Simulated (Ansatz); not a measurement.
Species: C2ClF2 (charge -1, singlet). It need not be the lowest isomer of its formula. Whether it binds its extra electron was not tested at this geometry. 
Structure (B3LYP-D3(BJ)/def2-TZVP (Ansatz, a program for electronic structure) minimum search):
SMILES: FC(F)=[C-]Cl
```xyz
5

C      0.5580    -0.8025     0.0284
C     -0.7020    -0.4034     0.0659
F     -1.7428    -1.2854     0.1841
F     -1.2971     0.8328     0.0083
Cl     1.6602     0.6652    -0.1351
```
Charge -1, spin multiplicity 1.

Parts of the frozen-core correlation energy in 6-31G* (Ansatz, hartree). Frozen orbitals: 9; correlated occupied orbitals by spin: 15 and 15; virtual: 55 and 55. Spin-orbit coupling is left out. Non-relativistic.

```
term                            value
-------------------------  ----------
reference (HF)             -734.00682
MP2 opposite-spin                 [?]
MP2 same-spin                -0.19774
CCSD correlation                  [?]
(T)                               [?]
T1 diagnostic                   0.013
largest doubles amplitude       0.110
```

Task: Fill in the missing entries.

Result: 
- MP2 opposite-spin, value: -0.52401
- CCSD correlation, value: -0.74647
- (T), value: -0.02276
